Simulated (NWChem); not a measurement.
System: C$_{2}$H$_{2}$F, doublet; SMILES F[C]=C

Output (shortened):

```
             Northwest Computational Chemistry Package (NWChem) 7.3.0
             --------------------------------------------------------

 CS  symmetry detected

                             Geometry "geometry" -> ""
                             -------------------------

 Output coordinates in angstroms (scale by  1.889725989 to convert to a.u.)

  No.       Tag          Charge          X              Y              Z
 ---- ---------------- ---------- -------------- -------------- --------------
    1 C                    6.0000     0.13584635     1.19797798     0.00000000
    2 C                    6.0000    -0.42335117     0.00460665     0.00000000
    3 F                    9.0000     0.10944398    -1.17918142     0.00000000
    4 H                    1.0000     1.22764130     1.30441609     0.00000000
    5 H                    1.0000    -0.48760820     2.09270900     0.00000000

 Effective nuclear repulsion energy (a.u.)      60.7852936032

      Symmetry information
      --------------------

 Group name             Cs
 Group number              2
 Group order               2
 No. of unique centers     5

                                 NWChem DFT Module
                                 -----------------

 Summary of "ao basis" -> "ao basis" (spherical)
 ------------------------------------------------------------------------------
       Tag                 Description            Shells   Functions and Types
 ---------------- ------------------------------  ------  ---------------------
 C                          def2-svp                 6       14   3s2p1d
 F                          def2-svp                 6       14   3s2p1d
 H                          def2-svp                 3        5   2s1p

      Symmetry analysis of basis
      --------------------------

        a'         38
        a"         14

            General Information
            -------------------
          SCF calculation type: DFT
          Wavefunction type:  spin polarized.
          No. of atoms     :     5
          No. of electrons :    23
           Alpha electrons :    12
            Beta electrons :    11
          Charge           :     0
          Spin multiplicity:     2
          Use of symmetry is: on ; symmetry adaption is: on
          Maximum number of iterations: 200
          AO basis - number of functions:    52
                     number of shells:    24
          Convergence on energy requested:  1.00D-06
          Convergence on density requested:  1.00D-05
          Convergence on gradient requested:  5.00D-04

              XC Information
              --------------
                  TPSS metaGGA Exchange Functional  1.000
             TPSS03 metaGGA Correlation Functional  1.000

             Grid Information
             ----------------
          Grid used for XC integration:  medium
          Radial quadrature: Mura-Knowles
          Angular quadrature: Lebedev.
          Tag              B.-S. Rad. Rad. Pts. Rad. Cut. Ang. Pts.
          ---              ---------- --------- --------- ---------
          C                   0.70       49           7.0       434
          F                   0.50       49           9.0       434
          H                   0.35       45           7.0       434
          Grid pruning is: on
          Number of quadrature shells:   237
          Spatial weights used:  Erf1

      Superposition of Atomic Density Guess
      -------------------------------------

 Sum of atomic energies:        -175.54069044

      Non-variational initial energy
      ------------------------------

 Total energy =    -176.673615
 1-e energy   =    -360.982985
 2-e energy   =     123.524077
 HOMO         =      -0.161924
 LUMO         =       0.076526

   Symmetry analysis of molecular orbitals - initial alpha
   -------------------------------------------------------

  Numbering of irreducible representations:

     1 a'          2 a"

  Orbital symmetries:

     1 a'          2 a'          3 a'          4 a'          5 a'
     6 a'          7 a'          8 a"          9 a'         10 a'
    11 a"         12 a'         13 a"         14 a'         15 a'
    16 a'         17 a'         18 a'         19 a'         20 a"
    21 a'         22 a'

   Symmetry analysis of molecular orbitals - initial beta
   ------------------------------------------------------

  Numbering of irreducible representations:

     1 a'          2 a"

  Orbital symmetries:

     1 a'          2 a'          3 a'          4 a'          5 a'
     6 a'          7 a'          8 a"          9 a'         10 a'
    11 a"         12 a'         13 a"         14 a'         15 a'
    16 a'         17 a'         18 a'         19 a'         20 a"
    21 a'         22 a'

[...]

                         DFT ENERGY GRADIENTS

    atom               coordinates                        gradient
                 x          y          z           x          y          z
   1 C       0.256712   2.263850   0.000000   -0.003241  -0.008098   0.000000
   2 C      -0.800018   0.008705   0.000000    0.011472  -0.004185   0.000000
   3 F       0.206819  -2.228330   0.000000   -0.006490   0.014916   0.000000
   4 H       2.319906   2.464989   0.000000   -0.002313  -0.000927   0.000000
   5 H      -0.921446   3.954647   0.000000    0.000572  -0.001707   0.000000
```

Level: TPSS/def2-SVP, spin-unrestricted. In the optimisation the excess spin sits in a' (Cs, its own frame). Geometry: optimised at PBE0/def2-SVP, spin-unrestricted. No stability test was run on the SCF state.

**Question.** Write an input that gives this output.

**Answer.** Several could match; the one computed here: the input that was run:
```
start job
memory heap 200 mb stack 900 mb global 1100 mb
geometry units angstroms noautoz
  C      0.131071     1.206561     0.000000
  C     -0.419632     0.009246     0.000000
  F      0.121562    -1.170726     0.000000
  H      1.222082     1.320755     0.000000
  H     -0.498726     2.096839     0.000000
end
basis spherical
  * library def2-svp
end
dft
  odft
  mult 2
  xc xtpss03 ctpss03
  iterations 200
  convergence diis 3
end
task dft gradient
```
